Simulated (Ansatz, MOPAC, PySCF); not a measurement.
C$_{6}$H$_{5}$Cl$_{3}$Sn, SMILES `[Cl][Sn]([Cl])([Cl])[c]1ccccc1`, neutral singlet in the gas phase. In the def2 sets core potentials replace the inner electrons of Sn.

Cartesian coordinates (Å):
SMILES: [Sn]([Cl])([Cl])([Cl])[c]1ccccc1
```xyz
15

Cl     3.4811    -2.1745     0.3939
Sn     2.5591    -0.0794    -0.0660
Cl     3.3280     0.5113    -2.1898
Cl     3.4507     1.3808     1.5224
C      0.4480    -0.0205    -0.0100
C     -0.2030     0.2827     1.1893
C     -1.5962     0.3178     1.2213
C     -2.3287     0.0574     0.0635
C     -1.6740    -0.2335    -1.1329
C     -0.2811    -0.2711    -1.1759
H      0.3681     0.5018     2.0954
H     -2.1109     0.5540     2.1555
H     -3.4205     0.0865     0.0928
H     -2.2496    -0.4286    -2.0407
H      0.2289    -0.4849    -2.1190
```
Charge 0, multiplicity 1.

All levels are single points at this geometry (PBE0-D3(BJ)/def2-SVP); Pople sets use spherical d functions. Orbital energies aren't observables, and empty levels follow the basis.

B3LYP/6-31G* (LANL2DZ on Sn) in PySCF gives HOMO (eV) = -7.67.

Problem. Estimate the HOMO (eV) from each of these levels: B3LYP-D3(BJ)/def2-TZVP in Ansatz (a first-principles code); CAM-B3LYP-D3(BJ)/def2-TZVP in Ansatz; PBE/6-31G* (LANL2DZ on Sn) in PySCF; HF/6-31G* (LANL2DZ on Sn) in PySCF; AM1 in MOPAC; PM3 in MOPAC; PM6 in MOPAC; PM7 in MOPAC.

Solution. 
```tsv
level	HOMO (eV)
B3LYP-D3(BJ)/def2-TZVP in Ansatz	-7.85
CAM-B3LYP-D3(BJ)/def2-TZVP in Ansatz	-9.28
PBE/6-31G* (LANL2DZ on Sn) in PySCF	-6.92
HF/6-31G* (LANL2DZ on Sn) in PySCF	-9.94
AM1 in MOPAC	-10.13
PM3 in MOPAC	-10.46
PM6 in MOPAC	-10.35
PM7 in MOPAC	-10.32
```
